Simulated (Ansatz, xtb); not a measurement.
Relative energy of two isomers of C5H5Cl2FO

Structure I: `O=C1CC(C(F)(Cl)Cl)C1`, a singlet. Structure II: `O=C1CC(F)(C(Cl)Cl)C1`, a singlet. Both are isolated molecules in the gas phase, relaxed with B3LYP/def2-SVP, each in the lowest conformer that the search found.

Task: Estimate E(II) − E(I) at the level CCSD(T)/def2-SVP + ΔMP2/def2-TZVPP.

Result: Calculated at CCSD(T)/def2-SVP + ΔMP2/def2-TZVPP: E(II) − E(I) = +0.047 eV, so structure I lies lower.

Level by level:

```tsv
level	geometry	E(II) − E(I) (eV)	departure from the last row (eV)	job, with rough time for the two
GFN2-xTB	GFN2-xTB	+0.080	+0.033	optimisation, 0.29 s
HF/STO-3G	GFN2-xTB	+0.190	+0.143	single point, 0.6 s
r2SCAN-D4/def2-SVP	GFN2-xTB	+0.147	+0.099	single point, 4.8 s
B3LYP/def2-SVP	B3LYP/def2-SVP	+0.111	+0.064	optimisation, 77 s
HF/def2-SVP	B3LYP/def2-SVP	+0.025	−0.022	part of the CCSD(T) run
MP2/def2-SVP	B3LYP/def2-SVP	+0.150	+0.103	part of the CCSD(T) run
CCSD(T)/def2-SVP	B3LYP/def2-SVP	+0.119	+0.072	single point
CCSD(T)/def2-SVP + ΔMP2/def2-TZVPP	B3LYP/def2-SVP	+0.047		single point, 2.4 min
```

As drawn, both hold the same kinds of bond in the same numbers.

The levels shown agree on the order. The largest departure from CCSD(T)/def2-SVP + ΔMP2/def2-TZVPP is that of HF/STO-3G, 0.143 eV. The last row adds to CCSD(T) the change of the MP2 difference between the two basis sets, here −0.072 eV.

With thermal terms from frequencies at re-optimised GFN2-xTB minima (ideal gas, soft modes damped towards free rotors, one conformer each, 298.15 K, 1 atm): on the last row, ΔE + ΔZPE = +0.036, ΔH = +0.034, ΔG = +0.043 eV.

The correlated steps freeze 17 core orbitals. Run with Ansatz 0.2.0, xtb 6.7.1; the last row on 4 threads of Arm Neoverse V1 on a shared host.
